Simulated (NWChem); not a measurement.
What each level costs for BeO

```
Be
O 1 1.3594
```
Charge 0, spin multiplicity 1.

Everything below was run with NWChem. Structure: optimised with PBE/def2-SVP, a minimum by its harmonic frequencies.

Basis set: cc-pVQZ (110 functions). Each entry is one whole single-point run; the coupled-cluster runs use the TCE module, and the SCF and DFT modules converge to different thresholds.

The correlated methods keep 2 core orbitals frozen. B3LYP has NWChem's definition, with VWN1-RPA local correlation. The structure started from a generated list of species.

Task: Roughly how much processor time does each of these take, relative to RHF: MP2, B2PLYP, PBE, B3LYP, BHandHLYP, CR-CCSD(T)?

Result: BHandHLYP about the same, within a factor of 3; PBE about the same, within a factor of 3; B3LYP about the same, within a factor of 3; MP2 about the same, within a factor of 3; B2PLYP about 4; CR-CCSD(T) about 20 (rough ratios from shared machines).
